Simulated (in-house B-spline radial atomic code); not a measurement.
Hg⁷⁺. Computed with a B-spline radial atomic code. Model: all-electron spherical atom, spin shells full or empty, radial basis limit, no spin-orbit coupling, Breit or QED, empty-state partial waves extrapolated as (l+1/2)^-4, RPA, G0W0 and static COHSEX of the highest shell as one setting changes (uncorrelated shells keep exact exchange).

Empty levels are discrete states of a finite basis, so the steps are uneven.

Without the two-electron picture change, core correlation of heavy ions comes too large.

Given: element Hg; charge 7; filled core Xe; hamiltonian one-electron scalar X2C; mean-field start PBE; highest l of empty states 9; nuclear rms radius 5.4648 fm; lowest nl shells left uncorrelated 11; highest mean-field shell 5d up; box radius 8.41 bohr.

Shell: 4f 7 7, 5d 5 0 (electrons up and down).

```
highest empty level kept (hartree)  RPA correlation energy (hartree)  G0W0 level (eV)  G0W0 minus most complete (meV)  COHSEX level (eV)  linearised minus solved G0W0 (meV)
                             21.33                          -0.46903          -117.73                           167.4            -119.77                               -16.4
                             42.67                           -0.4957          -117.84                            55.9            -120.09                               -16.8
                             74.67                          -0.50618          -117.88                            15.5             -120.2                                 -17
                               128                          -0.50918          -117.89                             4.8            -120.24                                 -17
                            213.33                          -0.50994          -117.89                             2.2            -120.25                               -17.1
                               384                          -0.51031           -117.9                             0.7            -120.26                               -17.1
                               640                          -0.51043           -117.9                             0.3            -120.26                               -17.1
                              1280                                 ?                ?                               ?                  ?                                   ?
                              2560                           -0.5105           -117.9                               0            -120.26                               -17.1
                            5333.3                                 ?                ?                               ?                  ?                                   ?
                             12800                          -0.51051           -117.9                               0            -120.26                               -17.1
                             42667                          -0.51051           -117.9                               0            -120.26                               -17.1
```

(1) What follows for highest empty level kept = 1280?

(2) What follows for highest empty level kept = 5333.3?

## Answers

(1) RPA correlation energy -0.51048 hartree; G0W0 level -117.9 eV; G0W0 minus most complete 0.1 meV; COHSEX level -120.26 eV; linearised minus solved G0W0 -17.1 meV.

(2) RPA correlation energy -0.51051 hartree; G0W0 level -117.9 eV; G0W0 minus most complete 0 meV; COHSEX level -120.26 eV; linearised minus solved G0W0 -17.1 meV.
